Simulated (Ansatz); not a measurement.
Two isomers of C7H12O2: A = `CCC(=O)CC(=O)CC`, B = `CC(C)(C)C(=O)CC=O`.

Isolated molecules relaxed with PBE0-D4/def2-TZVP in Ansatz; ΔE leaves out vibrations. CCSD(T)/CBS is the MP2 limit (def2-TZVPP, def2-QZVPP) plus CCSD(T) − MP2 in def2-TZVPP, frozen cores. Functionals use def2-TZVPP. B3LYP here is the variant with VWN-RPA as its local correlation; programs differ in this. One conformer a species, not always the lowest.

(1) Which is lower in electronic energy at CCSD(T)/CBS, and by how much? (An estimate is asked.)

(2) Give E(B) − E(A) in kcal/mol with BLYP-D4, PBE-D4, PBE0-D4, B2PLYP, B3LYP, CCSD(T)/def2-SVP, CCSD(T)/def2-TZVPP. (Best estimate.)

Largest T1 diagnostic: 0.014.

Results:

(1) Ansatz gave: A, by 6.3 kcal/mol.

(2) The calculation gave: BLYP-D4 8.3, PBE-D4 8.8, PBE0-D4 8.7, B2PLYP 8.5, B3LYP 10.6, CCSD(T)/def2-SVP 6.2, CCSD(T)/def2-TZVPP 5.9. None reverses the order clearly.

From BLYP to BHLYP (50 % exact exchange), in def2-TZVPP and without D4, E(B) − E(A) moves by −0.9 kcal/mol. The D4 term adds −2.0 kcal/mol with B3LYP and −1.1 kcal/mol with PBE0; it sums over pairs of atoms, weighted by their polarisabilities, and B3LYP, whose exchange is more repulsive, gets the larger term.
